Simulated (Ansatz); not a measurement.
Calculated with Ansatz (gas phase, PBE0-D4/def2-TZVP geometries, no zero-point term in ΔE). CCSD(T)/CBS adds triple-zeta CCSD(T) − MP2 to the extrapolated MP2 energy (def2 sets, frozen cores). This one scheme is used for every species. Functionals use def2-TZVPP. B3LYP here is the variant with VWN-RPA as its local correlation; programs differ in this. Each species was taken in one conformer, which may not be the lowest.

Consider the hydrogenolysis of the Al–B bond: `C[O][AlH][BH]S` + H₂ → `C[O][AlH2]` + `BS`.

```
             level  ΔE (kcal/mol)
         r2SCAN-D4           -8.5
          B3LYP-D4           -9.8
               PBE           -8.3
            r2SCAN           -9.0
     HF/def2-TZVPP          -17.5
   CCSD/def2-TZVPP          -11.3
CCSD(T)/def2-TZVPP           -9.8
      HF/CBS(def2)          -17.7
```

Problem. What does CCSD(T)/CBS give? (Best estimate.)

Solution. Ansatz gave: -9.2 kcal/mol. The listed levels differ from it by 0.7, -0.6, 0.9, 0.2, -8.3, -2.1, -0.6, -8.5 kcal/mol.

Largest T1 diagnostic among the species: 0.015.

The D4 term adds +2.5 kcal/mol with B3LYP and +1.5 kcal/mol with PBE0; it sums over pairs of atoms, weighted by their polarisabilities, and B3LYP, whose exchange is more repulsive, gets the larger term. In def2-TZVPP, CCSD(T) changes the Hartree–Fock value by +7.7 kcal/mol (the triples alone add +1.4 kcal/mol) and MP2 by +7.5 kcal/mol. From PBE to PBE0 (25 % exact exchange), in def2-TZVPP and without D4, ΔE moves by −1.5 kcal/mol.
